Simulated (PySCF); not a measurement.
Job for PySCF: D3(BJ) and D4 dispersion corrections on AsH5O (a complex).

```python
from pyscf import gto
from pyscf.dispersion import dftd3, dftd4

mol = gto.M(
    atom='''
    O    -0.04880423    0.63243907   -0.59994090
    H    -0.91007277    0.30571641   -0.87872982
    H    -0.00101452    0.43945104    0.34582986
    As    0.23175042   -0.45490899    2.87883377
    H    -0.19797877    0.23498299    4.16490046
    H     1.64603571   -0.69837804    3.38215973
    H    -0.25863108   -1.81676989    3.34834062
    ''',
    basis='def2-svp',
    charge=0, spin=0, verbose=0, max_memory=1800)
d3, d4 = {}, {}
for xc in ['hf', 'pbe', 'blyp', 'revpbe', 'tpss', 'r2scan', 'b3lyp', 'pbe0', 'bhlyp', 'camb3lyp', 'b2plyp']:
    d3[xc] = float(dftd3.DFTD3Dispersion(mol, xc=xc, version='d3bj', atm=False).get_dispersion()['energy'])
    print(f'D3(BJ) {xc:10s} {d3[xc]:14.8f} Eh')
for xc in ['hf', 'pbe', 'blyp', 'revpbe', 'tpss', 'r2scan', 'b3lyp', 'pbe0', 'bhlyp', 'camb3lyp', 'b2plyp']:
    d4[xc] = float(dftd4.DFTD4Dispersion(mol, xc={'camb3lyp': 'cam-b3lyp'}.get(xc, xc), atm=True).get_dispersion()['energy'])
    print(f'D4     {xc:10s} {d4[xc]:14.8f} Eh')
```

Output:

```
D3(BJ) hf            -0.02374411 Eh
D3(BJ) pbe           -0.00269051 Eh
D3(BJ) blyp          -0.00574369 Eh
D3(BJ) revpbe        -0.00683301 Eh
D3(BJ) tpss          -0.00340139 Eh
D3(BJ) r2scan        -0.00077321 Eh
D3(BJ) b3lyp         -0.00469523 Eh
D3(BJ) pbe0          -0.00234305 Eh
D3(BJ) bhlyp         -0.00367681 Eh
D3(BJ) camb3lyp      -0.00215061 Eh
D3(BJ) b2plyp        -0.00218855 Eh
D4     hf            -0.00792338 Eh
D4     pbe           -0.00222157 Eh
D4     blyp          -0.00486525 Eh
D4     revpbe        -0.00704089 Eh
D4     tpss          -0.00300196 Eh
D4     r2scan        -0.00058214 Eh
D4     b3lyp         -0.00355188 Eh
D4     pbe0          -0.00189515 Eh
D4     bhlyp         -0.00263207 Eh
D4     camb3lyp      -0.00192660 Eh
D4     b2plyp        -0.00156783 Eh
```

The run finished.

Cost: very roughly 0.03 core-seconds.
